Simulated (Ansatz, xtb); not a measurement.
**A geometry optimisation of C7H11+ with r2SCAN-D4/def2-SVP**

The starting geometry of this gas-phase singlet was built from a drawn formula by distance geometry and a force field; its bonds are those of `C=C[CH+]CC1CC1`.

| atom | x (Å) | y (Å) | z (Å) |
| --- | --- | --- | --- |
| C | 3.8729 | 1.0653 | 0.2274 |
| C | 2.5751 | 1.0384 | 0.3844 |
| C | 1.8605 | -0.2411 | 0.6017 |
| C | 0.3661 | -0.2178 | 0.7721 |
| C | -0.3951 | -0.4204 | -0.5233 |
| C | -1.7473 | -1.0125 | -0.5150 |
| C | -0.6517 | -1.8456 | -1.0772 |
| H | 4.3906 | 2.0151 | 0.0127 |
| H | 4.4772 | 0.1327 | 0.1548 |
| H | 1.9956 | 1.9449 | 0.3698 |
| H | 2.3864 | -1.1511 | 0.5337 |
| H | 0.0155 | 0.7475 | 1.2240 |
| H | 0.1000 | -1.0080 | 1.4664 |
| H | -0.1760 | 0.3473 | -1.2989 |
| H | -2.4816 | -0.6258 | -1.2259 |
| H | -2.2167 | -1.3172 | 0.4667 |
| H | -0.5830 | -1.9788 | -2.1263 |
| H | -0.2668 | -2.6666 | -0.5251 |

Problem. Where would you expect an optimisation with r2SCAN-D4/def2-SVP to take it?

Solution. It keeps its bonds, and is `C=C[CH+]CC1CC1`.

The energy falls by 0.68 eV over 15 steps:

```
step  E − E(last) (eV)
   1             0.683
   3             0.103
   4             0.047
   6             0.032
   7             0.013
   9             0.006
  10             0.004
  12             0.002
  13             0.000
  15             0.000
```

Final geometry (Å):

```yaml
atoms:
  - { symbol: C, position_ang: [3.6566, 0.7633, -0.0947] }
  - { symbol: C, position_ang: [2.3606, 0.9501, 0.2792] }
  - { symbol: C, position_ang: [1.5659, -0.1555, 0.6754] }
  - { symbol: C, position_ang: [0.1813, -0.0677, 1.0918] }
  - { symbol: C, position_ang: [-0.2802, -0.2837, -0.3707] }
  - { symbol: C, position_ang: [-1.5452, -1.1400, -0.5962] }
  - { symbol: C, position_ang: [-0.2412, -1.6473, -1.0640] }
  - { symbol: H, position_ang: [4.3147, 1.6099, -0.3145] }
  - { symbol: H, position_ang: [4.0892, -0.2411, -0.1658] }
  - { symbol: H, position_ang: [1.9398, 1.9602, 0.3509] }
  - { symbol: H, position_ang: [2.0143, -1.1546, 0.5970] }
  - { symbol: H, position_ang: [-0.1452, 0.9079, 1.4749] }
  - { symbol: H, position_ang: [-0.1521, -0.8942, 1.7322] }
  - { symbol: H, position_ang: [-0.1787, 0.5988, -1.0097] }
  - { symbol: H, position_ang: [-2.2428, -0.6999, -1.3157] }
  - { symbol: H, position_ang: [-2.0048, -1.5827, 0.2913] }
  - { symbol: H, position_ang: [-0.0132, -1.6384, -2.1334] }
  - { symbol: H, position_ang: [0.2027, -2.4787, -0.5060] }
```

From the same start GFN2-xTB ends elsewhere, differing in C3–C5 (1.72 against 2.13 Å here).

No frequencies were run, so the end isn't proven a minimum. Run with Ansatz 0.2.0, 29 s on 4 threads of Arm Neoverse V2 (shared host).
